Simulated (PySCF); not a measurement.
Parent: `[CH3:1][O:2][Si@H:3]([NH2:4])[SiH3:5]` with C1–O2–Si3–N4 -61°, O2–Si3–N4–H 89° and -67°, CH9NOSi2.

Level of theory: PBE0-D3(BJ)/def2-SVP geometry optimisation, gas phase (PySCF). One conformer each, not checked by frequencies here.

```
coordinate of the parent    value
                   C1–O2  1.399 Å
                  O2–Si3  1.674 Å
                  Si3–N4  1.723 Å
                 Si3–Si5  2.336 Å
               C1–O2–Si3   123.2°
               O2–Si3–N4   115.7°
              O2–Si3–Si5   103.5°
              N4–Si3–Si5   109.5°
```

Q: How does the shared frame change in `[CH3:1][N:2]([CH3:3])[C:4](=[O:5])[Si@@H:6]([NH2:7])[SiH3:8]` with C1–N2–C4–O5 175°, N2–C4–Si6–N7 -35°, C4–Si6–N7–H -68° and 153°, C3H12N2OSi2? Atoms pair as Si3 = Si6, N4 = N7, Si5 = Si8 (parent first).

A: 
```
    parent    relative  value in the relative  change
    Si3–N4      Si6–N7                1.747 Å  +0.024
   Si3–Si5     Si6–Si8                2.346 Å  +0.010
N4–Si3–Si5  N7–Si6–Si8                 106.1°    -3.4
```

Of the parent's bonds, Si3–N4 changes most (+0.024 Å). Bonds of the relative outside the shared frame: C1–N2 1.439, N2–C3 1.442, N2–C4 1.362, C4=O5 1.224, C4–Si6 1.934 Å. Point group C1 → C1.
